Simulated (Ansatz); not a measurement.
Relaxation of CH$_{5}$FSi$_{2}$ (9 atoms, charge 0, multiplicity 1), to a largest force component of 0.015 eV/Å in at most 40 steps.

Theory: RKS PBE/cc-pVDZ in Ansatz 0.2.0.

```xyz
9
Properties=species:S:1:pos:R:3:forces:R:3
C -0.546 1.594 -1.125 0.68 -1.02 0.56
Si 0.505 0.289 -0.601 -0.32 0.82 -0.42
Si 0.178 -1.179 1.123 0.34 0.26 0.25
F -1.215 -1.951 0.852 -1.87 -0.88 -0.44
H -0.309 2.237 -1.956 0.32 0.43 -0.71
H -1.503 1.784 -0.667 -0.74 0.10 0.46
H 1.784 0.080 -1.299 0.55 0.03 -0.39
H 1.127 -2.289 1.240 0.93 -0.31 -0.09
H -0.019 -0.564 2.433 0.11 0.58 0.79
```

Question: Where does it end, and by what steps?

Answer: The forces met the threshold. After 24 steps the energy has fallen by 0.276 eV; H7 moved furthest, 0.87 Å.

| step | energy less start (eV) | largest force component (eV/Å) | accepted |
| --- | --- | --- | --- |
| 0 | 0.0000 | 1.870 | yes |
| 1 | -0.1843 | 1.085 | yes |
| 2 | -0.2081 | 0.694 | yes |
| 3 | -0.2335 | 0.353 | yes |
| 4 | -0.2353 | 0.167 | yes |
| 5 | -0.2301 | 0.450 | no |
| 6 | -0.2391 | 0.040 | yes |
| 7 | -0.2398 | 0.026 | yes |
| 8 | -0.2406 | 0.032 | yes |
| 9 | -0.2414 | 0.217 | yes |
| 10 | -0.2427 | 0.307 | yes |
| 11 | -0.2422 | 0.275 | no |
| 12 | -0.2517 | 0.097 | yes |
| 13 | -0.2580 | 0.017 | yes |
| 14 | -0.2645 | 0.101 | yes |
| 15 | -0.2668 | 0.176 | yes |
| 16 | -0.2704 | 0.089 | yes |
| 17 | -0.2742 | 0.017 | yes |
| 18 | -0.2749 | 0.143 | yes |
| 19 | -0.2745 | 0.116 | no |
| 20 | -0.2761 | 0.043 | yes |
| 21 | -0.2763 | 0.038 | yes |
| 22 | -0.2763 | 0.029 | yes |
| 23 | -0.2764 | 0.019 | yes |
| 24 | -0.2764 | 0.011 | yes |

```xyz
9
Properties=species:S:1:pos:R:3
C -0.358 1.679 -0.931
Si 0.402 0.120 -0.809
Si 0.057 -1.201 1.087
F -0.762 -2.605 0.696
H -0.198 2.354 -1.787
H -1.035 2.050 -0.145
H 1.324 -0.349 -1.903
H 1.355 -1.627 1.727
H -0.786 -0.420 2.064
```

Whether the end is a true minimum wasn't checked by a vibrational analysis.

Run time: 56 s on 1 thread of Intel(R) Xeon(R) 6975P-C (Granite Rapids), on a shared host, peak memory 0.14 GiB.
